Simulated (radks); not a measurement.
Isoelectronic series with 51 electrons, all held in the configuration [Kr] 4d10 5s2 5p3, which need not be the ground one along the series. Method: Dirac Kohn-Sham, BLYP, spin-unpolarised, spherical densities, point nucleus; open shells fill j = l - 1/2 first; computed with a radial shooting solver on a logarithmic mesh with Libxc functionals. Total energies (hartree) and mean radii <r> (bohr):

| ion | E (hartree) | 5p3/2 | 5p1/2 | 5s1/2 |
|---|---|---|---|---|
| Sb | -6484.16336 | 3.000 | 2.848 | 2.227 |
| Te+ | -6797.14176 | 2.531 | 2.428 | 2.033 |
| I2+ | -7118.61393 | 2.245 | 2.162 | 1.877 |
| Xe3+ | -7448.60402 | 2.040 | 1.969 | 1.749 |
| Cs4+ | -7787.1468 | 1.881 | 1.817 | 1.640 |
| Ba5+ | -8134.2836 | 1.752 | 1.694 | 1.548 |
| La6+ | -8490.0611 | 1.644 | 1.590 | 1.467 |
| Ce7+ | -8854.5297 | 1.552 | 1.500 | 1.395 |
| Pr8+ | -9227.7439 | 1.471 | 1.422 | 1.331 |
| Nd9+ | -9609.7612 | 1.400 | 1.353 | 1.273 |
